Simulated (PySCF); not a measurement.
**CrS: from constants to spectrum**

ROHF-CCSD(T) constants of CrS, quintet, unpaired electrons σ ↑, π ↑, δ ↑↑ (Cr def2-TZVPP, S def2-TZVPP; no relativity (PySCF 2.14); masses 51.9405 and 31.9721 u):

```
ωe                     : 432.9 cm⁻¹
ωexe                   : 4.5 cm⁻¹
Be                     : 0.19326 cm⁻¹
αe                     : 0.00171 cm⁻¹
D (centrifugal)        : 1.54e-07 cm⁻¹
De to Cr (3d5 4s1) + S : 2.92 eV
```

Give the vibrational terms G(v) and spacings up to v = 6.

G(v) = ωe(v+½) − ωexe(v+½)².

| v | G(v) (cm⁻¹) | G(v) − G(v−1) | Bv (cm⁻¹) |
| --- | --- | --- | --- |
| 0 | 215 |  | 0.1924 |
| 1 | 639 | 424 | 0.1907 |
| 2 | 1054 | 415 | 0.1890 |
| 3 | 1460 | 406 | 0.1873 |
| 4 | 1857 | 397 | 0.1856 |
| 5 | 2245 | 388 | 0.1839 |
| 6 | 2624 | 379 | 0.1821 |

How well does the Morse estimate ωe²/(4ωexe) reproduce De, and what is D0?

It gives 1.29 eV, 44 % of the computed De. D0 = De − G(0) = 2.92 − 0.03 = 2.89 eV.

Correlated steps freeze 10 core orbitals. The CCSD T1 diagnostic is raised, a sign that a single reference may not be enough here. The state is the lowest single determinant that the PBE0 search found; with open d or f shells the true ground state can be another one.
